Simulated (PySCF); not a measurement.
## Induced dipoles and field energies

Species: C6H8O.
SMILES with atom numbers: `[CH2:1]=[CH:2][CH:3]([CH:4]=[CH2:5])[CH:6]=[O:7]` (hydrogens: H8, H9 on C1; H10 on C2; H11 on C3; H12 on C4; H13, H14 on C5; H15 on C6)

Structure used (GFN2-xTB), in Å, numbered top down from 1:
```
atom  x, y, z in Å
C1    -2.1125    0.8670   -0.5259
C2    -1.2844   -0.1270   -0.2716
C3     0.0441    0.0439    0.4170
C4     1.1442   -0.4245   -0.4987
C5     2.1270    0.3468   -0.9199
C6     0.0522   -0.8332    1.6548
O7    -0.0909   -2.0212    1.6549
H8    -3.0530    0.7056   -1.0240
H9    -1.8845    1.8852   -0.2554
H10   -1.5234   -1.1450   -0.5455
H11    0.1977    1.0897    0.6928
H12    1.0766   -1.4633   -0.7898
H13    2.2032    1.3830   -0.6330
H14    2.8950   -0.0229   -1.5774
H15    0.2044   -0.2761    2.5999
```

Level: PBE0/def2-SVPD (PySCF); nuclei fixed, core orbitals frozen in the response. Permanent dipole (0.238, 2.421, -0.560) D (1 au = 2.5417 D). Static polarisability (au):

```
x   85.03 -1.87 -2.45
y   -1.87 75.47 -6.69
z   -2.45 -6.69 67.93
```

Only the terms in μ and α are kept: μ(F) = μ + αF and ΔE = −μ·F − ½ F·αF.

(1) What do fields of 0.257 V/Å (0.005 au) along the six axis directions do?

(2) For the field (0.0035, -0.0015, -0.0010) au, what is the induced dipole, and what angle does it make with the field?

(3) Which field along μ doubles the dipole in that direction (linear response)?

(4) What field makes μF equal to kT at 298 K?

(5) A unit point charge sits 14 Å away. Estimate the induction energy −αe²/2R⁴ with the mean polarisability, treating the molecule as a point.

Answers

(1) 
```tsv
field along	induced x (D)	induced y (D)	induced z (D)	total size (D)	−μ·F (kJ/mol)	−½F·αF (kJ/mol)
+x	1.081	-0.024	-0.031	2.799	-1.229	-2.791
−x	-1.081	0.024	0.031	2.639	+1.229	-2.791
+y	-0.024	0.959	-0.085	3.448	-12.504	-2.477
−y	0.024	-0.959	0.085	1.559	+12.504	-2.477
+z	-0.031	-0.085	0.863	2.365	+2.892	-2.229
−z	0.031	0.085	-0.863	2.895	-2.892	-2.229
```

(2) αF = (0.770, -0.287, -0.169) D, at 4.1° to the field. The polarisability along this direction, F·αF/F², is 83.62 au, against a mean of 76.15 au.

(3) The polarisability along the dipole is 77.85 au, so F = 0.9821 au / 77.85 au = 0.0126 au = 0.65 V/Å; higher-order terms are ignored.

(4) kT = 0.9437 × 10⁻³ Eh, so F = 0.000961 au = 4.94 MV/cm.

(5) R = 26.46 bohr, so the energy is −76.1/(2 × 26.46⁴) Eh = -0.204 kJ/mol. The charge–dipole term at its most favourable orientation, −μe/R², is -3.68 kJ/mol.

Geometry: GFN2-xTB, one conformer, isolated molecule.
